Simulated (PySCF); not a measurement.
BH3N, SMILES [BH]N (connectivity only; charge and spin as stated), charge +1, multiplicity 1.

Coordinates come from a TPSSh-D3(BJ)/def2-TZVP optimisation. The multiplicity is an assumed one; other spin states were not compared. The isomer is the one that the SMILES or the coordinates give; other isomers of the formula were not compared.

Two levels are set side by side: PBE/def2-TZVPD (PySCF) and ωB97X/def2-TZVPD (PySCF). Same geometry, gas phase. Differences are taken from unrounded values.

```
quantity                        PBE
---------------------------  ------
orbital gap (eV)               5.57
highest occupied level (eV)  -15.54
lowest empty level (eV)       -9.97
mean polarisability (bohr³)    17.7
```

Problem. These are the PBE values. What does ωB97X give? (An estimate is asked for; the answer gives what the named calculation found.)

Solution. 
```csv
quantity,ωB97X,PBE minus ωB97X
orbital gap (eV),13.16,-7.59
highest occupied level (eV),-19.43,3.89
lowest empty level (eV),-6.27,-3.70
mean polarisability (bohr³),17.3,0.4
```

PBE's occupied levels lie high since its potential decays too fast outside the molecule; exact exchange lowers them and widens the gap. Differences between two approximate levels are no errors against the true value.

Rough cost on one machine, each run with all the roots and properties that it gave: ωB97X against PBE within a factor of 2.
